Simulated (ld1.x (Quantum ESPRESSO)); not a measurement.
Ti (Z = 22), TM: configuration errors across variants

titanium (Ti), norm-conserving Troullier–Martins (Kleinman–Bylander form), made with ld1.x (Quantum ESPRESSO) 7.5 (PBEsol, scalar-relativistic). Core [Ne] 3s2, reference 3p6 3d2 4s2 4p0. Waves: 4s (bound): rc 2.05 bohr; 3d (bound): rc 1.60 bohr; 3p (bound): rc 1.45 bohr. Local part: the p channel. Core correction: none.

All-electron excitation energies from the reference (eV): (1) 3p6 3d2 4s1 4p0 7.359; (2) 3p6 3d2 4s0 4p0 20.830; (3) 3p6 3d1 4s0 4p0 47.726; (4) 3p6 3d1 4s2 4p0 9.763; (5) 3p6 3d2 4s0 4p1 11.138; (6) 3p6 3d3 4s0 4p0 7.361; (7) 3p6 3d1 4s2 4p1 4.697.

3 further variants failed, have other tests or too few solved ones, and are left out.

A true bound ghost makes a file unfit for plane-wave use even where its test errors are small: the radial tests pick states by their node count and pass the ghost by.

Errors AE − PS in meV (a dash: test not solved or not reliable):

```tsv
change	(1)	(2)	(3)	(4)	(5)	(6)	(7)	bound ghosts
base	-1.9	+1.5	+90	-36	+19	-45	+11	s
wave 3d (bound): rc 1.60 bohr becomes 3d (bound): rc 1.92 bohr	-1.4	+4.4	+117	+2.7	+21	-22	+47	s
local potential the s channel	+0.2	-4.4	-118	+43	-788	-145	-728	none
wave 3p (bound): rc 1.45 bohr becomes 3p (bound): rc 1.26 bohr	-2.1	+1.5	+88	-45	+9.3	-46	-5.6	s
wave 4s (bound): rc 2.05 bohr becomes 4s (bound): rc 1.62 bohr	+9.9	+106	+77	-70	+122	+107	-16	s
all radii scaled by about 0.81 (s 1.66, p 1.18, d 1.30 bohr)	+8.1	+78	+32	-106	+79	+73	-59	s
```

Give the same row for: core correction a·sin(br)/r model core inside 0.90 bohr.

-2.4, -15, +20, -53, +15, -59, -6.7; bound ghosts: s.
